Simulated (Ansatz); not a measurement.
The same molecule with X = Si, Ge, Sn. Ansatz, PBE0-D4/def2-TZVP geometries, multiplicity 1. Each molecule was computed in one conformer, which needn't be the lowest.

Elements past krypton have def2 core potentials. Scalar relativity is left out up to krypton.

```csv
X,molecule,mean X–N bond length / Å,HOMO–LUMO gap (PBE0/def2-TZVPP) / eV,zero-point energy (PBE0-D4/def2-TZVP) / kJ/mol,HOMO energy (B3LYP/def2-TZVPP) / eV
Ge,`[NH2][Ge]([NH2])([NH2])[NH2]`,1.829,7.37,273.2,-6.65
Sn,`[NH2][Sn]([NH2])([NH2])[NH2]`,2.019,6.63,267.0,-6.66
```

Q: Give the row for X = Si, `N[Si](N)(N)N`. (An estimate is asked.)

A: Ansatz gave: 
```csv
X,molecule,mean X–N bond length / Å,HOMO–LUMO gap (PBE0/def2-TZVPP) / eV,zero-point energy (PBE0-D4/def2-TZVP) / kJ/mol,HOMO energy (B3LYP/def2-TZVPP) / eV
Si,`N[Si](N)(N)N`,1.717,7.53,278.2,-6.45
```

From Si to Sn the mean X–N bond length rises at each step, by 0.302 Å in all; the HOMO–LUMO gap (PBE0/def2-TZVPP) falls at each step, by 0.90 eV in all; the zero-point energy (PBE0-D4/def2-TZVP) falls at each step, by 11.2 kJ/mol in all; the HOMO energy (B3LYP/def2-TZVPP) falls at each step, by 0.21 eV in all. Bonds lengthen as the atom grows down the group.

B3LYP here is the variant with VWN-RPA as its local correlation; programs differ in this.
